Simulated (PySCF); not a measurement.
Computed shifts of a molecule CH6ClFSi2, PBE/pcSseg-1 run with PySCF, GIAO, gas phase, atoms alike by connectivity averaged where their shifts nearly agree, in ppm (number of nuclei): ¹³C: 9.9 (1). ²⁹Si: 53.2 (1), -112.6 (1). ¹⁹F: -166.2 (1). ¹H: 3.81 (3), 0.94 (3). References: ¹³C against TMS (σ = 182.0 ppm); ²⁹Si against TMS (σ = 335.4 ppm); ¹⁹F against CFCl3 (σ = 133.6 ppm); ³⁵Cl against HCl (σ = 936.5 ppm); ¹H against TMS (σ = 31.49 ppm), references at their B3LYP-D3(BJ)/def2-TZVP geometries, non-relativistic (without spin–orbit terms, shifts of atoms bonded to Cl or Br come out too high). The structure is a stationary point at PBE0-D3(BJ)/def2-SVP. One conformer was computed; it need not be the lowest.

Question: Identify the compound among the candidates.
(A) F[C@@H]([SiH3])[SiH2]Cl
(B) C[Si@@](F)([SiH3])Cl
(C) C[SiH2][Si@@H](F)Cl
(D) F[Si@H](Cl)C[SiH3]

Answer: B, C[Si@@](F)([SiH3])Cl
